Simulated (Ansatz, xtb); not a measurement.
## Two isomers of C5H5OS+

Structure I: `Sc1ccc[o+]c1`, a singlet. Structure II: `C=Cc1cs[cH+]o1`, a singlet. Both are isolated ions in the gas phase, relaxed with B3LYP-D3(BJ)/def2-SVP; the shapes shown needn't be the lowest conformers.

I (Å):

```yaml
atoms:
  - { symbol: C, position_ang: [-1.3840, -0.9760, -1.7987] }
  - { symbol: C, position_ang: [-0.5432, -1.3469, -2.8757] }
  - { symbol: C, position_ang: [0.8398, -1.4181, -2.7001] }
  - { symbol: C, position_ang: [1.3708, -1.1209, -1.4602] }
  - { symbol: C, position_ang: [-0.7460, -0.6964, -0.5887] }
  - { symbol: O, position_ang: [0.5653, -0.7764, -0.4677] }
  - { symbol: S, position_ang: [-3.1299, -0.8422, -1.8618] }
  - { symbol: H, position_ang: [-3.2512, -1.1919, -3.1628] }
  - { symbol: H, position_ang: [-0.9745, -1.5799, -3.8524] }
  - { symbol: H, position_ang: [1.5037, -1.7021, -3.5185] }
  - { symbol: H, position_ang: [2.4241, -1.1336, -1.1767] }
  - { symbol: H, position_ang: [-1.2417, -0.3972, 0.3374] }
```

II (Å):

```xyz
12

C    -1.7350   -1.3902   -3.6597
C    -0.6158   -1.8339   -3.0645
C    -0.0846   -1.2941   -1.8338
C     1.0300   -1.6368   -1.1165
C    -0.2180    0.1676   -0.1249
O    -0.7651   -0.2574   -1.2264
S     1.1860   -0.6479    0.2961
H    -2.0826   -1.8437   -4.5903
H    -2.3317   -0.5744   -3.2438
H    -0.0308   -2.6513   -3.4933
H     1.7558   -2.4144   -1.3509
H    -0.6917    0.9873    0.4209
```

Quicker runs give these differences E(II) − E(I): GFN2-xTB +11.7 kcal/mol; HF/STO-3G +11.8 kcal/mol (at GFN2-xTB geometries); r2SCAN-D4/def2-SVP +13.4 kcal/mol (at GFN2-xTB geometries).

Task: Estimate E(II) − E(I) at the level CCSD(T)/def2-SVP + ΔMP2/def2-TZVPP.

Result: Calculated at CCSD(T)/def2-SVP + ΔMP2/def2-TZVPP: E(II) − E(I) = +6.6 kcal/mol, so structure I lies lower.

Level by level:

```csv
level,geometry,E(II) − E(I) (kcal/mol),departure from the last row (kcal/mol),"job, with rough time for the two"
GFN2-xTB,GFN2-xTB,+11.7,+5.2,"optimisation, 0.22 s"
HF/STO-3G,GFN2-xTB,+11.8,+5.2,"single point, 0.73 s"
r2SCAN-D4/def2-SVP,GFN2-xTB,+13.4,+6.9,"single point, 5.8 s"
B3LYP-D3(BJ)/def2-SVP,B3LYP-D3(BJ)/def2-SVP,+14.7,+8.1,"optimisation, 53 s"
HF/def2-SVP,B3LYP-D3(BJ)/def2-SVP,+17.3,+10.7,part of the CCSD(T) run
MP2/def2-SVP,B3LYP-D3(BJ)/def2-SVP,+11.6,+5.1,part of the CCSD(T) run
CCSD(T)/def2-SVP,B3LYP-D3(BJ)/def2-SVP,+10.5,+3.9,single point
CCSD(T)/def2-SVP + ΔMP2/def2-TZVPP,B3LYP-D3(BJ)/def2-SVP,+6.6,,"single point, 81 s"
```

As drawn, II has 1 C=C, 1 C–C, 2 C∷S, 1 C–H in place of 1 C–S, 3 C∷C, 1 S–H (∷ is an aromatic bond). Structure I has a 6-membered ring (with an aromatic ring), II a 5-membered ring (with an aromatic ring).

The levels shown agree on the order. The largest departure from CCSD(T)/def2-SVP + ΔMP2/def2-TZVPP is that of HF/def2-SVP, 10.7 kcal/mol. The last row adds to CCSD(T) the change of the MP2 difference between the two basis sets, here −3.9 kcal/mol, a large step that makes the value less sure.

With thermal terms from frequencies at re-optimised GFN2-xTB minima (ideal gas, soft modes damped towards free rotors, one conformer each, 298.15 K, 1 atm): the zero-point term adds +0.8 kcal/mol; ΔH is +7.5 and ΔG +7.0 kcal/mol.

The correlated steps freeze 11 core orbitals. Programs: Ansatz 0.2.0, xtb 6.7.1; the last row on 2 threads of Intel(R) Xeon(R) Processor @ 2.70GHz on a shared host.
